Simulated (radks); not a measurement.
Removal energies from the thulium ion Tm12+, [Kr] 4d10 4f9 5s2, by Delta-SCF beside the eigenvalue of the level emptied. Calculated with a radial shooting solver on a logarithmic mesh with Libxc functionals: non-relativistic Kohn-Sham, PBE, spin-polarised, spherical densities, point nucleus. Open shells are filled with parallel spins first.

5s: final configuration [Kr] 4d10 4f9 5s1; Delta-SCF (eV) 246.58; -eigenvalue (eV) 237.22
4f: final configuration [Kr] 4d10 4f8 5s2; Delta-SCF (eV) 249.90; -eigenvalue (eV) 234.04
4d: final configuration [Kr] 4d9 4f9 5s2; Delta-SCF (eV) 421.73; -eigenvalue (eV) 405.02
4p: final configuration [Ar] 3d10 4s2 4p5 4d10 4f9 5s2; Delta-SCF (eV) 555.47; -eigenvalue (eV) 538.42
